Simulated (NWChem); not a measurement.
Correlation energy of F₂Mg

```xyz
3

Mg     0.0000     0.0000     0.0000
F      0.0000     0.0000     1.7682
F      0.0000     0.0000    -1.7682
```
Charge 0, spin multiplicity 1.

The numbers come from NWChem runs, not from measurements. All single points use one geometry, from PBE/def2-SVP, a minimum by its harmonic frequencies.

Basis set: 3-21G. Each correlation energy counts from its own Hartree-Fock reference.

The correlated methods keep 7 core orbitals frozen. The structure started from a generated list of species. No row is a measurement; the coupled-cluster row has its own basis-set and correlation limits.

```
method        correlation energy (mHa)
------------  ------------------------
MP2                                  ?
SCS-MP2                              ?
CCSD                                 ?
CCSD+T(CCSD)                         ?
CCSD(T)                         -258.1
CR-CCSD[T]                      -258.8
CR-CCSD(T)                      -257.7
CCSDT                           -258.1
```

Fill in the missing entries.


- MP2, correlation energy (mHa): -255.2
- SCS-MP2, correlation energy (mHa): -246.2
- CCSD, correlation energy (mHa): -254.4
- CCSD+T(CCSD), correlation energy (mHa): -259.4
